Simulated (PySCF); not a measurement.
Harmonic spectrum computed at PBE0 in the def2-TZVP basis family (core potentials from Rb on, PySCF, no spin–orbit coupling):

```csv
symmetry,ω (cm⁻¹),IR (km/mol)
b1,261,57.0
b2,412,1.3
a1,553,27.6
a1,830,15.6
b2,1899,199
a1,1926,213
```

Which molecule gave it? In each, all ligands are bound to the one heavy central atom.
A. H₂WS (triplet)
B. H₂TcS (quartet)
C. H₂MoS (triplet)
D. H₂OsS (triplet)

A. It has C2v symmetry with W–H 1.737 Å (×2), W–S 2.097 Å.
